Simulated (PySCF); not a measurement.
CHO$_{2}$ (SMILES [O]C=O), doublet, geometry from GFN2-xTB; WB97X/def2-SVP (PySCF).

Here is a job for PySCF.
```python
from pyscf import gto, scf, dft

mol = gto.Mole()
mol.atom = '''
    O     1.156235   -0.013127    0.009834
    C    -0.024571    0.191522    0.000459
    O    -1.115481   -0.304529   -0.010595
    H    -0.178603    1.392118    0.003334
'''
mol.basis = 'def2-svp'
mol.charge = 0
mol.spin = 1
mol.verbose = 4
mol.build()

mf = dft.UKS(mol)
mf.xc = 'wb97x'
mf.grids.atom_grid = (99, 590)
mf.grids.prune = None
mf.kernel()
```

It wrote (shortened):

```
PySCF version 2.14.0

[INPUT] verbose = 4
[INPUT] num. atoms = 4
[INPUT] num. electrons = 23
[INPUT] charge = 0
[INPUT] spin (= nelec alpha-beta = 2S) = 1
[INPUT] symmetry False subgroup None
[INPUT] Mole.unit = angstrom
[INPUT] Symbol           X                Y                Z      unit          X                Y                Z       unit  Magmom
[INPUT]  1 O      1.156235000000  -0.013127000000   0.009834000000 AA    2.184967485636  -0.024806434837   0.018583566709 Bohr   0.0
[INPUT]  2 C     -0.024571000000   0.191522000000   0.000459000000 AA   -0.046432460607   0.361924126829   0.000867384291 Bohr   0.0
[INPUT]  3 O     -1.115481000000  -0.304529000000  -0.010595000000 AA   -2.107953587156  -0.575476406988  -0.020021648290 Bohr   0.0
[INPUT]  4 H     -0.178603000000   1.392118000000   0.003334000000 AA   -0.337510755026   2.630721753077   0.006300346899 Bohr   0.0

nuclear repulsion = 64.1670987698097
number of shells = 21
number of NR pGTOs = 79
number of NR cGTOs = 47
basis = def2-svp
ecp = {}

******** <class 'pyscf.dft.uks.UKS'> ********
method = UKS
initial guess = minao
damping factor = 0
level_shift factor = 0
DIIS = <class 'pyscf.scf.diis.CDIIS'>
diis_start_cycle = 1
diis_space = 8
diis_damp = 0
SCF conv_tol = 1e-09
SCF conv_tol_grad = None
SCF max_cycles = 50
direct_scf = True
direct_scf_tol = 1e-13
number electrons alpha = 12  beta = 11
XC library pyscf.dft.libxc version 7.1.2
    S. Lehtola, C. Steigemann, M. J. T. Oliveira, and M. A. L. Marques,  SoftwareX 7, 1–5 (2018)
XC functionals = wb97x
    J.-D. Chai and M. Head-Gordon,  J. Chem. Phys. 128, 084106 (2008)
radial grids:
    Treutler-Ahlrichs [JCP 102, 346 (1995); DOI:10.1063/1.469408] (M4) radial grids

becke partition: Becke, JCP 88, 2547 (1988); DOI:10.1063/1.454033
pruning grids: None
grids dens level: 3
symmetrized grids: False
atomic radii adjust function: <function treutler_atomic_radii_adjust>
User specified grid scheme (99, 590)
small_rho_cutoff = 0
Set gradient conv threshold to 3.16228e-05
tot grids = 233640
init E= -189.332600512567

cycle= 1 E= -188.7088584937  delta_E= 0.624  |g|= 0.635  |ddm|= 1.58
cycle= 2 E= -188.685564245488  delta_E= 0.0233  |g|= 0.743  |ddm|= 0.907
cycle= 3 E= -188.877750165226  delta_E= -0.192  |g|= 0.0273  |ddm|= 0.477
cycle= 4 E= -188.878414011843  delta_E= -0.000664  |g|= 0.00985  |ddm|= 0.0387
cycle= 5 E= -188.878545505269  delta_E= -0.000131  |g|= 0.00315  |ddm|= 0.0183
cycle= 6 E= -188.878565569425  delta_E= -2.01e-05  |g|= 0.00128  |ddm|= 0.00701
cycle= 7 E= -188.878568558377  delta_E= -2.99e-06  |g|= 0.000381  |ddm|= 0.00274
cycle= 8 E= -188.878568898075  delta_E= -3.4e-07  |g|= 9.45e-05  |ddm|= 0.00103
cycle= 9 E= -188.878568915044  delta_E= -1.7e-08  |g|= 3.11e-05  |ddm|= 0.000235
cycle= 10 E= -188.878568915864  delta_E= -8.2e-10  |g|= 3.31e-05  |ddm|= 6.12e-05
cycle= 11 E= -188.878568916327  delta_E= -4.63e-10  |g|= 8.2e-06  |ddm|= 2.5e-05
Extra cycle  E= -188.878568916349  delta_E= -2.22e-11  |g|= 1.06e-05  |ddm|= 1.33e-05
converged SCF energy = -188.878568916349  <S^2> = 0.75667861  2S+1 = 2.0066675
```
